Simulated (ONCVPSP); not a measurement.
# What one change does to a pseudopotential (Ba, ONCV)

| Quantity | Value |
| --- | --- |
| Element | Ba |
| Generator | ONCVPSP 4.0.1 |
| Type | optimised norm-conserving Vanderbilt (ONCV) |
| Functional | LDA (Perdew-Zunger) |
| Relativity | scalar-relativistic |
| Frozen core | [Kr] 4d10 |
| Valence charge | 10 |
| Reference configuration | 5s2 5p6 6s1 6p1 |
| Partial waves | 5s+6s: rc 3.10 bohr, ncon 4, nbas 7, qcut 4.4 1/bohr, 2 projectors; 5p+6p: rc 3.55 bohr, ncon 3, nbas 7, qcut 4.4 1/bohr, 2 projectors; d scattering state at 0.11 Ha: rc 3.90 bohr, ncon 4, nbas 8, qcut 2.7 1/bohr, 1 projector |
| Local potential | polynomial inside 3.00 bohr (lpopt 5, dvloc0 4 Ha) |
| Core correction | Teter function, fcfact 1.75, rcfact 1 |

In the d channel the program set the typed energies aside and used -0.110 Ha.

Change: p: qcut 4.3.

Cutoffs: the cutoffs (Ha) at which the residual kinetic energy of the hardest occupied pseudo-wave falls to 1 and 0.1 mHa per electron; they do not see the model core or the augmentation charge, which bear on the density cutoff. Errors are all-electron minus pseudo energies relative to the spin-unpolarised reference configuration.

Problem. How do hardness, ghosts and transferability respond?

Solution. The potential gets neither clearly harder nor softer (5.0 Ha and 6.9 Ha → 5.0 Ha and 6.9 Ha); the errors of the 4 common tests hardly move; neither file shows a bound ghost.

| quantity | base | changed |
| --- | --- | --- |
| cutoff, loose | 5.0 Ha | 5.0 Ha |
| cutoff, tight | 6.9 Ha | 6.9 Ha |
| loose cutoff by channel | s 5.0 Ha, p 4.8 Ha | s 5.0 Ha, p 4.7 Ha |
| bound ghosts | none | none |
| GHOST(+) flags under 300 eV | none | none |
| error for 5s2 5p6 6s2 6p0, meV [ΔE -2.12 eV] | -0.3 | -0.3 |
| error for 5s2 5p6 6s1 6p0, meV [ΔE 3.42 eV] | -0.6 | -0.6 |
| error for 5s2 5p6 6s0 6p0, meV [ΔE 13.59 eV] | -2.6 | -2.5 |
| error for 5s2 5p5 6s2 6p0, meV [ΔE 21.27 eV] | -36 | -35 |
| s: phases at 3.14 bohr within 0.05 rad from the reference energy up to (Ha; the scan ends near 5) | 2.2 | 2.2 |
| p: phases at 3.61 bohr within 0.05 rad from the reference energy up to (Ha; the scan ends near 5) | 2.0 | 2.0 |
| d: phases at 3.97 bohr within 0.05 rad from the reference energy up to (Ha; the scan ends near 5) | 0.3 | 0.3 |
| rms error of d²Exc/dni dnj with the model core, mHa | 2.77 | 2.76 |
